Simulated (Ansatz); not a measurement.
System: sum formula CrO₂F, net charge 1, singlet state. SMILES: [O]=[Cr+](=[O])[F]
Structure (B3LYP-D3(BJ)/def2-TZVP (Ansatz, a first-principles code) minimum search):
```
Cr
O 1 1.5281
O 1 1.5281 2 107.62
F 1 1.6742 2 112.65 3 -124.77
```
Charge +1, spin multiplicity 1.

Property: vertical electron affinity (to the doublet state of charge +0; a negative value means that the extra electron is unbound and the number depends on the basis; each state is the SCF solution reached for its spin; the UHF <S^2> is 2.33 for the doublet (pure: 0.75); for the doublet T1 is 0.132; for the singlet the Hartree-Fock reference is unstable and T1 is 0.066), in eV. Correlated levels leave the core frozen unless marked. Open shells are spin-unrestricted. No spin-orbit coupling. The frozen core is the preceding noble-gas configuration, with the filled d and f shells of earlier blocks. Non-relativistic. CBS marks a two-point X^-3 extrapolation of the correlation energy; Hartree-Fock from the larger set. The program attaches cautions to a run behind HF/def2-SVPD: large difference. The program attaches cautions to a run behind HF/def2-TZVPPD: large difference. The program attaches cautions to a run behind MP2/def2-SVPD: large difference. The program attaches cautions to a run behind RI-MP2/CBS(def2-TZVPPD,def2-QZVPPD): large difference. The program attaches cautions to a run behind SCS-MP2/def2-SVPD: large difference. The program attaches cautions to a run behind CCSD/def2-SVPD: large difference. The program attaches cautions to a run behind CCSD(T)/def2-SVPD: large difference.

```tsv
level	program	vertical electron affinity (eV)
HF/def2-SVPD	Ansatz	15.23
HF/def2-TZVPPD	Ansatz	14.61
HF/def2-QZVPPD	Ansatz	14.61
SVWN5/def2-TZVPD	Ansatz	10.27
PBE/def2-TZVPD	Ansatz	10.08
r2SCAN/def2-TZVPD	Ansatz	10.42
B3LYP/def2-TZVPD	Ansatz	10.86
PBE0/def2-TZVPD	Ansatz	10.88
CAM-B3LYP/def2-TZVPD	Ansatz	11.14
wB97M-V/def2-TZVPD	Ansatz	10.93
wB97X-V/def2-TZVPD	Ansatz	10.92
wB97X/def2-TZVPD	Ansatz	10.91
B2PLYP/def2-TZVPD	Ansatz	8.99
MP2/def2-SVPD	Ansatz	3.48
RI-MP2/def2-TZVPPD	Ansatz	2.86
RI-MP2/def2-QZVPPD	Ansatz	2.88
RI-MP2/CBS(def2-TZVPPD,def2-QZVPPD)	Ansatz	2.89
SCS-MP2/def2-SVPD	Ansatz	4.27
CCSD/def2-SVPD	Ansatz	10.97
CCSD(T)/def2-SVPD	Ansatz	10.20
```
